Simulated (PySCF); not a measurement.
# How exact exchange moves a shielding

Molecule: `C[SiH2]CCO`, C3H10OSi.

Molfile (atoms numbered from 1):
```
C3H10OSi
     RDKit          3D

 15 14  0  0  0  0  0  0  0  0999 V2000
    2.4426   -0.2194   -0.3359 C   0  0  0  0  0  0  0  0  0  0  0  0
    0.7504    0.6012   -0.4178 Si  0  0  0  0  0  4  0  0  0  0  0  0
   -0.6067   -0.6681   -0.0432 C   0  0  0  0  0  0  0  0  0  0  0  0
   -2.0007   -0.1814   -0.4207 C   0  0  0  0  0  0  0  0  0  0  0  0
   -2.2519    1.1343    0.0048 O   0  0  0  0  0  0  0  0  0  0  0  0
    2.6210   -0.6522    0.6612 H   0  0  0  0  0  0  0  0  0  0  0  0
    2.5269   -1.0294   -1.0773 H   0  0  0  0  0  0  0  0  0  0  0  0
    3.2442    0.5081   -0.5356 H   0  0  0  0  0  0  0  0  0  0  0  0
    0.7094    1.7189    0.5766 H   0  0  0  0  0  0  0  0  0  0  0  0
    0.5274    1.1724   -1.7834 H   0  0  0  0  0  0  0  0  0  0  0  0
   -0.3772   -1.6091   -0.5729 H   0  0  0  0  0  0  0  0  0  0  0  0
   -0.5595   -0.9133    1.0345 H   0  0  0  0  0  0  0  0  0  0  0  0
   -2.7731   -0.8820   -0.0440 H   0  0  0  0  0  0  0  0  0  0  0  0
   -2.1003   -0.1646   -1.5178 H   0  0  0  0  0  0  0  0  0  0  0  0
   -2.1623    1.1618    0.9635 H   0  0  0  0  0  0  0  0  0  0  0  0
  1  2  1  0
  2  3  1  0
  3  4  1  0
  4  5  1  0
  1  6  1  0
  1  7  1  0
  1  8  1  0
  2  9  1  0
  2 10  1  0
  3 11  1  0
  3 12  1  0
  4 13  1  0
  4 14  1  0
  5 15  1  0
M  END
```

GIAO shieldings (ppm, equivalent atoms averaged) in PySCF 2.14 on the PBE0-D3(BJ)/def2-SVP geometry, basis pcSseg-1, gas phase, non-relativistic:

| functional | exact exchange (%) | σ(C4) | σ(Si2) | σ(O5) |
| --- | --- | --- | --- | --- |
| BLYP | 0 | 107.3 | 362.1 | 263.5 |
| BP86 | 0 | 113.5 | 372.6 | 270.2 |
| PBE | 0 | 113.7 | 373.5 | 268.5 |
| B3LYP | 20 | 114.4 | 375.2 | 275.1 |
| mPW1PW91 | 25 | 120.9 | 387.3 | 281.0 |
| BHandHLYP | 50 | 123.0 | 393.7 | 287.6 |
| HF | 100 | 135.8 | 425.5 | 302.7 |

Question: Fit each shielding as a line in the percentage of exact exchange.

Answer: σ(C4) = 111.6 + 0.24 x (rms 2.4 ppm); σ(Si2) = 368.8 + 0.55 x (rms 4.4 ppm); σ(O5) = 268.4 + 0.36 x (rms 2.5 ppm). The functionals also differ in their semilocal parts, which the line can't hold; Hartree–Fock has no correlation at all.

Question: What does the line predict for PBE0 (25 %), and what does the run give?

Answer: σ(C4): 117.6 predicted, 121.7 computed; σ(Si2): 382.6 predicted, 389.0 computed; σ(O5): 277.4 predicted, 281.6 computed ppm.
